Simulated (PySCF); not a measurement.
AlI₃. Atoms are numbered in the order given.

```xyz
4

Al     0.0000     0.0000     0.0000
I     -2.4664     0.0000     0.0000
I      1.2332     2.1360     0.0000
I      1.2332    -2.1360     0.0000
```
Charge 0, spin multiplicity 1.

Geometry: B3LYP-D3(BJ)/def2-SVP. The isomer is the one that the SMILES or the coordinates give; other isomers of the formula were not compared. The def2 effective core potentials stand for the cores of I; spin–orbit coupling is left out.

Level of theory: B3LYP-D3(BJ)/def2-SVP in PySCF.

Frequencies are harmonic and unscaled.

Modes within 1.5 cm⁻¹ of each other (mostly degenerate sets) share a row, with their intensities summed.

Computed vibrational spectrum:
```
mode  ν (cm⁻¹)  IR (km/mol)  moving atoms (share of kinetic energy)
----  --------  -----------  --------------------------------------
1–2         65          1.7                                  I 95 %
3          142          7.6                                 Al 93 %
4          160          0.0                                 I 100 %
5–6        429        264.6                         Al 88 %, I 12 %
```
